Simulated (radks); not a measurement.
The numbers below are computed, except where a source is named.
Excited configurations of the mercury ion Hg60+: one electron is placed in a higher orbital outside [Ar] 3d1. The ground configuration is [Ar] 3d2. Level of theory: scalar-relativistic Kohn-Sham, r2SCAN, spin-polarised, spherical densities, finite nucleus; open shells are filled with parallel spins first (spin-orbit coupling, left out, can overturn this in heavy ions); meta-GGA in the generalised Kohn-Sham scheme; Fermi nuclear charge, rms radius 5.4648 fm (a radial shooting solver on a logarithmic mesh with Libxc functionals). Excitation = E - E(ground); binding = E(ion) - E, where the ion is the core of charge +61; n* = 61/sqrt(2 binding) in atomic units. These energies are relativistic, and a one-electron ion of charge +61 with no core already has n* below n in this formula (scalar-relativistic equation, point nucleus: 4s 3.914, 4p 3.952, 4d 3.979, 5d 4.975, 6s 5.908, 6d 5.973, 7s 6.906). The quantum defect is therefore taken as that value minus n*, so that it holds no relativistic shift of the bare ion.

outer orbital,excitation (eV),binding (eV),quantum defect,<r> (bohr)
4s,2443.9,3853.0,0.290,0.3242
4p,2680.6,3616.3,0.211,0.3294
4d,2891.2,3405.7,0.123,0.3167
5d,4148.3,2148.6,0.121,0.5303
6s,4693.7,1603.2,0.289,0.7776
6d,4818.7,1478.2,0.120,0.7931
7s,5140.8,1156.1,0.289,1.078

The Delta-SCF ionisation energy is 6296.9 eV (NIST Atomic Spectra Database: 6356 eV, theoretical). Self-interaction in the functional shifts the binding energies and quantum defects, so they are the method's values and not measured ones. Open shells are spherical and high-spin; term and fine-structure splittings are not resolved. Spin-orbit splitting is averaged out at the scalar-relativistic level.
